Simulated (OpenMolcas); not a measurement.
Ho3+ in KZnF3

Ho3+ with its 6 nearest fluoride ions at 2.147 Å, on the Zn site of KZnF3 (a = 4.054 Å, distance in the model lattice 2.027 Å). The rest of the host is ab initio model potentials to 7.6 Å, with orthogonalisation functions on the cations behind the ligands, and point charges beyond; the distance is set by hand and nothing relaxes, and no local charge compensation is placed. Ligand basis ANO-RCC-VDZP.

```
Program             : OpenMolcas
Method              : CASSCF
Basis               : ANO-RCC-VDZP [7s6p4d2f1g]
Scalar Hamiltonian  : DKH2, point nucleus
Active space        : 10 electrons in 7 orbitals (4f)
State averaging     : 2S+1 = 5 even, 35 roots (30 in the spin-orbit step); 2S+1 = 3 even, 103 roots kept (CI in the orbitals of an earlier block); 2S+1 = 1 even, 31 roots kept (CI in the orbitals of an earlier block)
Spin-orbit coupling : state interaction with AMFI integrals over the reference wave functions
```

The lowest spin-free states (labels of O, the rotations of Oh), above the lowest:

```json
{"State": "5A2", "Degeneracy": "1", "E (cm-1)": "0.0", "Free-ion L (%)": "I (100)"}
{"State": "5T2", "Degeneracy": "3", "E (cm-1)": "160.1", "Free-ion L (%)": "I (100)"}
{"State": "5E", "Degeneracy": "2", "E (cm-1)": "281.2", "Free-ion L (%)": "I (100)"}
{"State": "5T1", "Degeneracy": "3", "E (cm-1)": "586.5", "Free-ion L (%)": "I (100)"}
{"State": "5A1", "Degeneracy": "1", "E (cm-1)": "624.9", "Free-ion L (%)": "I (100)"}
{"State": "5T2", "Degeneracy": "3", "E (cm-1)": "662.2", "Free-ion L (%)": "I (100)"}
{"State": "5T1", "Degeneracy": "3", "E (cm-1)": "17893", "Free-ion L (%)": "F (100)"}
{"State": "5A1", "Degeneracy": "1", "E (cm-1)": "18073", "Free-ion L (%)": "S (100)"}
{"State": "5T2", "Degeneracy": "3", "E (cm-1)": "18182", "Free-ion L (%)": "F (100)"}
{"State": "5A2", "Degeneracy": "1", "E (cm-1)": "18359", "Free-ion L (%)": "F (100)"}
{"State": "3T1", "Degeneracy": "3", "E (cm-1)": "21398", "Free-ion L (%)": "K (100)"}
{"State": "3T2", "Degeneracy": "3", "E (cm-1)": "21407", "Free-ion L (%)": "K (100)"}
{"State": "3E", "Degeneracy": "2", "E (cm-1)": "21478", "Free-ion L (%)": "K (100)"}
{"State": "3T2", "Degeneracy": "3", "E (cm-1)": "21479", "Free-ion L (%)": "K (100)"}
{"State": "3A2", "Degeneracy": "1", "E (cm-1)": "21480", "Free-ion L (%)": "K (100)"}
{"State": "3T1", "Degeneracy": "3", "E (cm-1)": "21487", "Free-ion L (%)": "K (100)"}
{"State": "3T2", "Degeneracy": "3", "E (cm-1)": "27133", "Free-ion L (%)": "H (99)"}
{"State": "3T1", "Degeneracy": "3", "E (cm-1)": "27141", "Free-ion L (%)": "H (99)"}
{"State": "3E", "Degeneracy": "2", "E (cm-1)": "27402", "Free-ion L (%)": "H (96)"}
{"State": "3T1", "Degeneracy": "3", "E (cm-1)": "27487", "Free-ion L (%)": "H (98)"}
```

The lowest levels with spin-orbit coupling:

```
E (cm-1)  Degeneracy  Label  2S+1     J  |mJ| (%)
     0.0           2      E     5  8.00    2 (50)
    18.3           3     T1     5  8.00    1 (37)
    76.7           1     A1     5  8.00    0 (52)
   295.7           3     T1     5  8.00    4 (31)
   360.6           3     T2     5  8.00    5 (45)
   406.9           2      E     5  8.00    6 (50)
   414.1           3     T2     5  8.00    6 (28)
    5284           3     T1     5  7.00    7 (34)
    5285           3     T2     5  7.00    2 (33)
    5422           1     A2     5  7.00    2 (54)
    5436           3     T2     5  7.00    3 (45)
    5446           2      E     5  7.00    4 (50)
    5492           3     T1     5  7.00    5 (55)
    9039           2      E     5  6.00    0 (44)
    9049           3     T2     5  6.00    1 (53)
    9112           1     A2     5  6.00    2 (69)
    9148           3     T2     5  5.99    5 (34)
    9175           3     T1     5  5.99    4 (33)
    9206           1     A1     5  5.99    4 (87)
   11810           3     T1     5  5.01    5 (35)
```

Powder χT (cm3 K/mol): 1.94 at 2 K, 8.22 at 10 K, 12.1 at 50 K, 12.8 at 100 K, 13.4 at 200 K, 13.6 at 300 K. The effective moment at 300 K is 2.828 √(χT) = 10.43 μB.

Hund's rules give f10 the level 5I8 with g = 1.250, so an isolated free-ion multiplet has χT = g² J(J+1) / 8 = 14.062 cm3 K/mol. The computed 13.595 at 300 K differs by -3 %, through the field's splitting, the mixing of terms and any other multiplet in reach.

Stevens parameters of the J = 8 multiplet, which is 414 cm-1 wide (cm-1, z along the main axis): B40 = -8.116e-03, B44 = -4.056e-02, B60 = -2.367e-05, B64 = 4.979e-04.

Metal share of the active 4f orbitals (Löwdin): 99, 99, 99, 100, 100, 100, 100 %; Mulliken charge of the metal 2.44.

High states are left out of the spin-orbit mixing, which shifts the levels that they would mix with. Without dynamic correlation the ligand-field splitting of an f shell can come out too small, at times by half. The first state left out of the spin-orbit step lies near 45000 cm-1 above the lowest spin-free state of the reference (among the parities and spins computed), and the lists stop at four fifths of that energy or lower. No measured value stands beside these numbers; the geometry was set by hand and not optimised.
